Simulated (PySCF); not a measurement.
Cl₃H₃SiSn, SMILES [SiH3][Sn]([Cl])([Cl])[Cl].

Coordinates come from a r2SCAN-D4/def2-SVP optimisation. The structure was generated by enumeration; whether it is a known compound was not checked. The def2 effective core potentials stand for the cores of Sn; spin–orbit coupling is left out.

The numbers are results of C-PCM-M06-2X/def2-SVP (PySCF), not measurements.

The values are the electrostatic part of the solvation free energy, E(continuum) − E(gas) at the gas-phase geometry, in a cavity of scaled van der Waals radii (PySCF's table); cavitation and dispersion terms are not included. A continuum can't describe solvent molecules that bind to the metal. In vacuum the orbital gap is 8.52 eV. The dipole moment in vacuum is 4.17 D.

Computed values in water (ε = 78.36), cyclohexanone (ε = 15.62), 1-octanol (ε = 9.86):
```json
[
 {"solvent": "water", "ε": "78.36", "ΔG(elec) (kcal/mol)": "-5.4", "dipole (D)": "5.50", "gap (eV)": "8.49"},
 {"solvent": "cyclohexanone", "ε": "15.62", "ΔG(elec) (kcal/mol)": "-5.1", "dipole (D)": "5.41", "gap (eV)": "8.50"},
 {"solvent": "1-octanol", "ε": "9.86", "ΔG(elec) (kcal/mol)": "-4.8", "dipole (D)": "5.35", "gap (eV)": "8.50"}
]
```
